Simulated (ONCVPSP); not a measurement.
Mn, ONCV: configuration errors across variants

| Quantity | Value |
| --- | --- |
| Element | Mn (Z = 25) |
| Generator | ONCVPSP 4.0.1 |
| Type | optimised norm-conserving Vanderbilt (ONCV) |
| Functional | LDA (Perdew-Zunger) |
| Relativity | scalar-relativistic |
| Frozen core | [Ar] |
| Valence charge | 7 |
| Reference configuration | 3d5 4s1.5 4p0.5 |
| Partial waves | 4s: rc 2.35 bohr, ncon 3, nbas 7, qcut 2.9 1/bohr, 1 projector; 4p: rc 3.25 bohr, ncon 4, nbas 8, qcut 2.9 1/bohr, 1 projector; 3d: rc 1.60 bohr, ncon 4, nbas 8, qcut 10 1/bohr, 2 projectors, debl 2 Ha |
| Local potential | polynomial inside 1.40 bohr (lpopt 5, dvloc0 0 Ha) |
| Core correction | Teter function, fcfact 5.25, rcfact 1.35 |

All-electron excitation energies from the reference (eV): (1) 3d5 4s2 4p0 -1.933; (2) 3d5 4s1 4p0 6.721; (3) 3d5 4s0 4p0 22.598; (4) 3d5 4s0 4p1 11.537.

1 further variants failed, have other tests or too few solved ones, and are left out.

A true bound ghost makes a file unfit for plane-wave use even where its test errors are small: the radial tests pick states by their node count and pass the ghost by.

Errors AE − PS in meV (a dash: test not solved or not reliable):

| change | (1) | (2) | (3) | (4) | bound ghosts | GHOST(+) flags above zero |
| --- | --- | --- | --- | --- | --- | --- |
| base | -0.3 | -4.0 | -33 | +3.8 | s | p |
| d: qcut 6.1 | -0.1 | -2.2 | -17 | +8.7 | s | p |
| d: qcut 7.2 | -0.2 | -3.0 | -24 | +6.5 | s | p |
| d: qcut 7.8 | -0.3 | -3.3 | -28 | +5.5 | s | p |
| d: qcut 8.9 | -0.3 | -3.7 | -31 | +4.5 | s | p |
| d: qcut 11.3 | -0.4 | -4.2 | -35 | +3.1 | s | p |
| d: qcut 12.9 | -0.4 | -4.5 | -38 | +2.2 | s | p |
| d: qcut 13.9 | -0.4 | -4.7 | -40 | +1.6 | s | p |

(1) Give the same row for: d: qcut 12.2.

Results:

(1) -0.4, -4.4, -38, +2.4; bound ghosts: s; GHOST(+) flags above zero: p.
